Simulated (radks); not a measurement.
Task: The mean radii <r> (bohr) of the occupied orbitals of an atom or ion are listed with their occupations. Calculated with a radial shooting solver on a logarithmic mesh with Libxc functionals: Dirac Kohn-Sham, PBEsol, spin-unpolarised, spherical densities, point nucleus.

orbital  occ.      <r>
1s1/2       2  0.01804
2s1/2       2  0.07559
2p1/2       2  0.06247
2p3/2       4  0.07055
3s1/2       2   0.1970
3p1/2       2   0.1870
3p3/2       4   0.2019
3d3/2       4   0.1765
3d5/2       6   0.1811
4s1/2       2   0.4405
4p1/2       2   0.4451
4p3/2       4   0.4786
4d3/2       4   0.4935
4d5/2       6   0.5049
5s1/2       2    1.037
5p1/2       2    1.138
5p3/2       4    1.241
4f5/2       6   0.5764
4f7/2       8   0.5852
5d3/2       4    1.864
6s1/2       1    3.021
5d5/2       1    1.949
6p1/2       1    4.129

Name the element and its charge. Open shells, if any, fill j = l - 1/2 first.

Result: Z = 75, rhenium, charge 0: Re in [Xe] 4f14 5d5 6s1 6p1. The 1s radius gives Z: for a bare nucleus <r> = (2 gamma + 1)/(2Z) with gamma = sqrt(1 - (Z/c)^2), 0.01783 bohr for Z = 75, and screening makes it slightly larger (0.01804 here). The occupations add up to 75, and the charge is Z minus that.
